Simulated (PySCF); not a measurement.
**An isoelectronic set: 49 electrons**

r²SCAN in PySCF with def2-TZVPP on every atom, for the lowest determinant that a PBE0 search found; no spin–orbit coupling. All have 49 electrons, 11 of them in the valence shells, and the same state, a doublet (π ↑). For ions De leads to the atom and ion picked by measured ionisation energies and electron affinities.

| species | difference of nuclear charges | Re (Å) | ωe (cm⁻¹) | k (mdyn/Å) | De (eV) | dissociates to | Mayer bond order |
| --- | --- | --- | --- | --- | --- | --- | --- |
| GeCl | 15 | 2.172 | 407 | 2.32 | 4.23 | Ge + Cl | 1.17 |
| AsS | 17 | 2.018 | 588 | 4.56 | 4.09 | As + S | 2.30 |
| PSe | 19 | 2.038 | 579 | 4.42 | 3.95 | P + Se | 2.37 |
| SiBr | 21 | 2.235 | 418 | 2.12 | 3.99 | Si + Br | 1.31 |

Spin–orbit coupling is left out. States were picked by a PBE0 search and need not be the measured ground states.
